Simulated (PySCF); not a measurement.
A series of related molecules.

All values: PBE0/pcSseg-1 (PySCF) at GFN2-xTB geometries, gas phase, one conformer each.

Question: Rank by LUMO energy, highest first.
A. `CS[SiH2][Si@H](P)[SiH2][SiH3]`
B. `[SiH2](SC)[Si@H]([SiH2][SiH3])C=O`
C. `[SiH3][SiH2][Si@H]([SiH2]SC)C`
D. `CS[SiH2][Si@H]([SiH2][SiH3])C(=O)O`
E. `C=C[Si@@H]([SiH2][SiH3])[SiH2]SC`

Answer: C (-0.62 eV), E (-0.87 eV), A (-1.04 eV), D (-1.32 eV), B (-1.83 eV).

Question: Rank by HOMO energy, lowest first.
A. `C=C[Si@@H]([SiH2][SiH3])[SiH2]SC`
B. `OC([Si@H]([SiH2]SC)[SiH2][SiH3])=O`
C. `CS[SiH2][Si@H](C#N)[SiH2][SiH3]`

Answer: C (-7.07 eV), B (-6.81 eV), A (-6.68 eV).

Question: Rank by HOMO–LUMO gap, lowest first.
A. `CS[SiH2][Si@@H](C=O)[SiH2][SiH3]`
B. `[SiH2]([SiH3])[Si@H]([SiH2]SC)C`
C. `CS[SiH2][Si@H](CF)[SiH2][SiH3]`
D. `N#C[Si@@H]([SiH2]SC)[SiH2][SiH3]`

Answer: A (5.01 eV), C (5.52 eV), D (5.71 eV), B (6.09 eV).

All values together:

| SMILES | formula | μ (D) | HOMO (eV) | LUMO (eV) | lowest IAO charge (e) | highest IAO charge (e) | lowest Hirshfeld charge (e) | highest Hirshfeld charge (e) |
| --- | --- | --- | --- | --- | --- | --- | --- | --- |
| CS[SiH2][Si@@H](C=O)[SiH2][SiH3] | C2H12OSSi4 | 1.25 | -6.84 | -1.83 | -0.498 (C) | +0.404 (Si) | -0.202 (O) | +0.222 (Si) |
| C=C[Si@@H]([SiH2][SiH3])[SiH2]SC | C3H14SSi4 | 1.57 | -6.68 | -0.87 | -0.497 (C) | +0.379 (Si) | -0.141 (C) | +0.210 (Si) |
| CS[SiH2][Si@H](C#N)[SiH2][SiH3] | C2H11NSSi4 | 3.36 | -7.07 | -1.36 | -0.497 (C) | +0.410 (Si) | -0.206 (N) | +0.228 (Si) |
| CS[SiH2][Si@H](P)[SiH2][SiH3] | CH13PSSi4 | 1.30 | -6.73 | -1.04 | -0.497 (C) | +0.405 (Si) | -0.118 (C) | +0.217 (Si) |
| CS[SiH2][Si@H](CF)[SiH2][SiH3] | C2H13FSSi4 | 0.83 | -6.76 | -1.24 | -0.497 (C) | +0.399 (Si) | -0.129 (F) | +0.225 (Si) |
| CS[SiH2][Si@H](C)[SiH2][SiH3] | C2H14SSi4 | 1.00 | -6.71 | -0.62 | -0.688 (C) | +0.377 (Si) | -0.209 (C) | +0.210 (Si) |
| CS[SiH2][Si@H]([SiH2][SiH3])C(=O)O | C2H12O2SSi4 | 0.88 | -6.81 | -1.32 | -0.498 (C) | +0.410 (Si) | -0.262 (O) | +0.224 (Si) |

Conformers: `[CH3:1][S:2][SiH2:3][Si@@H:4]([CH:5]=[O:6])[SiH2:7][SiH3:8]` with C1–S2–Si3–Si4 174°, S2–Si3–Si4–C5 -169°, Si3–Si4–C5–O6 67°, Si3–Si4–Si7–Si8 -53°; `[CH2:1]=[CH:2][Si@@H:3]([SiH2:4][SiH3:5])[SiH2:6][S:7][CH3:8]` with C1–C2–Si3–Si4 114°, C2–Si3–Si4–Si5 88°, C2–Si3–Si6–S7 -167°, Si3–Si6–S7–C8 166°; `[CH3:1][S:2][SiH2:3][Si@H:4]([C:5]#[N:6])[SiH2:7][SiH3:8]` with C1–S2–Si3–Si4 -179°, S2–Si3–Si4–C5 158°, Si3–Si4–Si7–Si8 51°; `[CH3:1][S:2][SiH2:3][Si@H:4]([PH2:5])[SiH2:6][SiH3:7]` with C1–S2–Si3–Si4 69°, S2–Si3–Si4–P5 178°, Si3–Si4–P5–H -80° and -173°, Si3–Si4–Si6–Si7 -71°; `[CH3:1][S:2][SiH2:3][Si@H:4]([CH2:5][F:6])[SiH2:7][SiH3:8]` with C1–S2–Si3–Si4 -171°, S2–Si3–Si4–C5 -175°, Si3–Si4–C5–F6 -61°, Si3–Si4–Si7–Si8 166°; `[CH3:1][S:2][SiH2:3][Si@H:4]([CH3:5])[SiH2:6][SiH3:7]` with C1–S2–Si3–Si4 172°, S2–Si3–Si4–C5 55°, Si3–Si4–Si6–Si7 55°; `[CH3:1][S:2][SiH2:3][Si@H:4]([SiH2:5][SiH3:6])[C:7](=[O:8])[OH:9]` with C1–S2–Si3–Si4 -57°, S2–Si3–Si4–Si5 -40°, Si3–Si4–Si5–Si6 -94°, Si3–Si4–C7–O8 -104°, Si4–C7–O9–H -179°.
